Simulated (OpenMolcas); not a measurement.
**C: from CASSCF to CASPT2**

```
Program             : OpenMolcas
Basis               : ANO-R2 [4s4p2d1f]
Scalar Hamiltonian  : X2C, finite nucleus
Active space        : 2 electrons in 3 orbitals (2p)
State averaging     : 2S+1 = 3 even, 3 roots; 2S+1 = 1 even, 6 roots
Spin-orbit coupling : RASSI with atomic mean-field integrals over the reference wave functions, term energies averaged over their components
```

Methods on the same reference wave functions:
A. CASSCF
B. SS-CASPT2, IPEA 0.25 Eh, imaginary shift 0.1 Eh (closed shells correlated: 1s 2s)
C. XMS-CASPT2, IPEA 0.25 Eh, imaginary shift 0.1 Eh (closed shells correlated: 1s 2s)

Energies in cm⁻¹ above 2s² 2p² ³P₀, the measured ground level; measured values from NIST Handbook of Basic Atomic Spectroscopic Data.

```tsv
Level	A	B	C	Measured
2s² 2p² ³P₀	0.0	0.0	0.0	0.0
2s² 2p² ³P₁	15.4	15.5	15.5	16.4
2s² 2p² ³P₂	46.2	46.2	46.2	43.4
2s² 2p² ¹D₂	12616	10270	10300	10193
2s² 2p² ¹S₀	30925	23100	23630	21648
```

Deviations, from unrounded energies. A percentage is the sum of absolute deviations over the sum of measured energies, with the sign that they share, or ± where signs differ.

```csv
Against measurement,Levels,A,B,C
mean absolute deviation (cm-1),4,2900,380,520
fine structure of the ground term (%),2,±6.2,±6.2,±6.2
other terms of the ground configuration (%),2,+36.7,+4.8,+6.6
```

B lies closest to measurement on these levels and A furthest from it. The largest miss of B in the table is 2s² 2p² ¹S₀, by +1400 cm-1. The ranking rests on the paired levels alone, and a cruder setting can come out closer through cancelling errors.

Between B and C the level of the table that moves most is 2s² 2p² ¹S₀, by 540 cm-1 (lowest in B, highest in C). Moves below CASPT2's spread within the term are not significant.

The mean deviations of B to C differ by less than CASPT2's widest spread within a term (410 cm-1), so their order carries little weight.

From A to B the spin-free energies of the other terms of 2s² 2p² shown, above ³P, scale by factors of 0.75 to 0.81.

The lowest spin-free term lies below A's lowest term by 0.085 hartree in B, 0.090 hartree in C.

CASPT2 breaks the degeneracy within a term, and the mean is taken; among the terms shown or strongly mixed into the levels shown the widest spread is 410 cm-1 (2s² 2p² ¹D, C). With the s shell closed, the reference lacks s² → p² mixing. Without dynamic correlation excited terms often stand tens of per cent too high (terms of higher spin than the ground term too low), and those without a measured partner can miss by more than the paired ones (holds for A). Computed and measured levels are paired by configuration, term and J; levels that our copy of the source lacks, or whose pairing is in doubt (as where it misses far off the trend of its configuration), stay unpaired and out of the deviations. Only configurations of the active space appear.
